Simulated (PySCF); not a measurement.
**A small calculation by hand: oscillator strength and radiative lifetime**

C₄H₇NSi, SMILES C1=C[SiH2]C=NC1.

Geometry optimised at PBE0-D3(BJ)/def2-SVP. This is a generated structure with no PubChem entry under its InChIKey; it may be hypothetical. One conformer was computed; it need not be the lowest.

TDA-PBE/def2-SVPD run with PySCF puts the first singlet state with f over 0.02 at 5.90 eV (vertical), with the transition dipole (-0.012, -0.558, 0.000) in atomic units.

### Question
Find the oscillator strength, the wavelength and the radiative lifetime that this transition would have in vacuum if emission retraced absorption.

### Answer

|μ|² = 0.3115 au, so |μ| = 1.42 D. ΔE = 5.90/27.211 = 0.2168 hartree. f = (2/3) ΔE |μ|² = 0.045 (the program prints 0.045).
λ = 1239.84/5.90 = 210 nm; ν = 47587 cm⁻¹.
Einstein's coefficient A = 0.6670 ν² f s⁻¹ (ν in cm⁻¹) = 6.8e7 s⁻¹, so τ = 1/A = 15 ns. This state is S6; the lower singlets have f = 0.000, 0.000, 0.019, 0.000, 0.018. The figure is the radiative limit of this one transition; relaxation, internal conversion, crossing to triplets and a medium change what is measured.
